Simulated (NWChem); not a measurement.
# Lowest excitation of CH₃O₂ (+1)

```
C
O 1 1.2565
O 1 1.2648 2 120.85
H 3 0.9774 1 115.31 2 180.00
H 2 0.9822 1 114.96 3 0.00
H 1 1.1020 2 116.20 5 180.00
```
Charge +1, spin multiplicity 1.

Program: NWChem. Structure: optimised with PBE0/def2-SVP, a minimum by its harmonic frequencies. It is one conformer; others weren't searched.

Basis set: def2-SVPD.

The correlated methods keep 3 core orbitals frozen. B3LYP has NWChem's definition, with VWN1-RPA local correlation. The structure started from a generated list of species. Coupled-cluster values serve here as a point of comparison, not as the truth.

Task: For the lowest vertical singlet excitation energy, TDA-LDA (SVWN5) gives 7.69 eV and EOM-CCSD gives 8.68 eV. What do TD-B3LYP, CIS, TD-PBE give?

Result: TD-B3LYP: 8.11 eV; CIS: 9.63 eV; TD-PBE: 7.78 eV.
